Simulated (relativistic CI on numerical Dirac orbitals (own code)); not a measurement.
Ni³⁺ (3d7) in a crystal field

Calculated by Dirac-Coulomb-Breit CI, orbitals from a KLI potential per configuration, a model potential for QED, valence Slater integrals scaled by 0.9, one configuration in a parametric crystal field (own radial code). With so little scaling, terms lie 10 to 35 % too far apart, which can change the order of excited levels.

Field parameters in Wybourne normalisation: D3d B²₀ = −7Dσ, B⁴₀ = −14Dq − 21Dτ, B⁴₃ = −14√(10/7) Dq; D4h B²₀ = −7Ds, B⁴₀ = 21(Dq − Dt), B⁴₄ = 21√(5/14) Dq; Oh B⁴₀ = 21Dq, B⁴₄ = √(5/14) B⁴₀; Td as Oh with Dq negative (B⁴₀ = 21Dq, B⁴₄ = √(5/14) B⁴₀). The field is a parameter set, without covalency.

S and J are read from ⟨S²⟩ = S(S + 1) and ⟨J²⟩ = J(J + 1) of each level; they are not fictitious spins.

Td, 10Dq = -10850 cm⁻¹, the lowest 16 levels:

| E (cm⁻¹) | Degeneracy | Irrep | S | J |
| --- | --- | --- | --- | --- |
| 0.0 | 4 | Γ8 | 1.50 | 3.66 |
| 10577 | 4 | Γ8 | 1.50 | 3.91 |
| 10729 | 2 | Γ6 | 1.50 | 3.74 |
| 11052 | 4 | Γ8 | 1.50 | 3.34 |
| 11237 | 2 | Γ7 | 1.50 | 3.22 |
| 17432 | 2 | Γ6 | 1.49 | 4.13 |
| 17968 | 4 | Γ8 | 1.49 | 3.58 |
| 18726 | 2 | Γ7 | 1.50 | 2.81 |
| 18832 | 4 | Γ8 | 1.50 | 2.59 |
| 22604 | 4 | Γ8 | 0.51 | 4.24 |
| 23555 | 2 | Γ6 | 0.51 | 4.04 |
| 24031 | 4 | Γ8 | 0.52 | 4.03 |
| 30326 | 2 | Γ7 | 0.51 | 3.65 |
| 30363 | 4 | Γ8 | 0.51 | 3.80 |
| 30413 | 2 | Γ6 | 0.51 | 3.96 |
| 33369 | 4 | Γ8 | 1.45 | 2.64 |

Td, 10Dq = -7200 cm⁻¹, the lowest 10 levels:

```tsv
E (cm⁻¹)	Degeneracy	Irrep	S	J
0.0	4	Γ8	1.50	3.74
6934	4	Γ8	1.50	3.99
7112	2	Γ6	1.50	3.76
7457	4	Γ8	1.50	3.31
7621	2	Γ7	1.50	3.24
11672	2	Γ6	1.50	4.21
12283	4	Γ8	1.50	3.60
13081	2	Γ7	1.50	2.81
13207	4	Γ8	1.50	2.50
22175	4	Γ8	0.51	4.33
```

Oh, 10Dq = 11200 cm⁻¹, the lowest 10 levels:

```csv
E (cm⁻¹),Degeneracy,Irrep,S,J
0.0,2,Γ6,1.50,4.32
491,4,Γ8,1.50,3.92
1283,4,Γ8,1.50,3.12
1436,2,Γ7,1.50,2.92
10455,2,Γ6,1.50,3.65
10515,4,Γ8,1.50,3.50
10639,4,Γ8,1.49,3.41
10936,2,Γ7,1.50,3.14
12990,4,Γ8,0.51,4.09
21475,4,Γ8,0.69,4.38
```

Principal g values of the ground doublet: 4.46, 4.46, 4.46.

D4h, 10Dq = 15650, Ds = 100, Dt = -210 cm⁻¹, the lowest 10 levels:

```json
{"E (cm⁻¹)": "0.0", "Degeneracy": "2", "Irrep": "Γ6", "S": "1.50", "J": "4.03"}
{"E (cm⁻¹)": "247", "Degeneracy": "2", "Irrep": "Γ7", "S": "1.50", "J": "3.70"}
{"E (cm⁻¹)": "1102", "Degeneracy": "2", "Irrep": "Γ6", "S": "1.49", "J": "3.88"}
{"E (cm⁻¹)": "1568", "Degeneracy": "2", "Irrep": "Γ6", "S": "1.49", "J": "3.32"}
{"E (cm⁻¹)": "1796", "Degeneracy": "2", "Irrep": "Γ7", "S": "1.49", "J": "3.12"}
{"E (cm⁻¹)": "2013", "Degeneracy": "2", "Irrep": "Γ7", "S": "1.49", "J": "2.99"}
{"E (cm⁻¹)": "7547", "Degeneracy": "2", "Irrep": "Γ7", "S": "0.54", "J": "4.02"}
{"E (cm⁻¹)": "8156", "Degeneracy": "2", "Irrep": "Γ6", "S": "0.53", "J": "4.05"}
{"E (cm⁻¹)": "15405", "Degeneracy": "2", "Irrep": "Γ6", "S": "1.49", "J": "3.61"}
{"E (cm⁻¹)": "15462", "Degeneracy": "2", "Irrep": "Γ6", "S": "1.49", "J": "3.52"}
```

Principal g values of the ground doublet: 2.11, 5.12, 5.12.

D3d, 10Dq = 14150, Dσ = -1010, Dτ = 400 cm⁻¹, the lowest 16 levels:

| E (cm⁻¹) | Degeneracy | Irrep | S | J |
| --- | --- | --- | --- | --- |
| 0.0 | 2 | Γ4 | 1.50 | 4.17 |
| 346 | 2 | Γ4 | 1.50 | 3.85 |
| 737 | 2 | Γ5+Γ6 | 1.50 | 3.49 |
| 1207 | 2 | Γ4 | 1.49 | 2.89 |
| 2632 | 2 | Γ5+Γ6 | 1.49 | 3.40 |
| 2792 | 2 | Γ4 | 1.50 | 3.22 |
| 8725 | 2 | Γ4 | 0.52 | 3.99 |
| 8917 | 2 | Γ5+Γ6 | 0.53 | 4.08 |
| 15298 | 2 | Γ5+Γ6 | 1.49 | 3.48 |
| 15325 | 2 | Γ4 | 1.50 | 3.55 |
| 15453 | 2 | Γ4 | 1.50 | 3.68 |
| 15577 | 2 | Γ5+Γ6 | 1.49 | 3.53 |
| 15685 | 2 | Γ4 | 1.48 | 3.39 |
| 15942 | 2 | Γ4 | 1.49 | 3.17 |
| 21700 | 2 | Γ5+Γ6 | 0.51 | 4.49 |
| 21925 | 2 | Γ4 | 0.53 | 4.36 |

Principal g values of the ground doublet: 1.17, 1.17, 8.91.

The free-ion ground term has S = 3/2. Every field shown keeps that spin.

Levels of this model without a field, named by their leading LS term: 4F_9/2 0, 4F_7/2 1156, 4F_5/2 1991, 4F_3/2 2559, 2G_9/2 19968, 4P_5/2 20021, 4P_3/2 20327, 4P_1/2 20853 cm⁻¹.
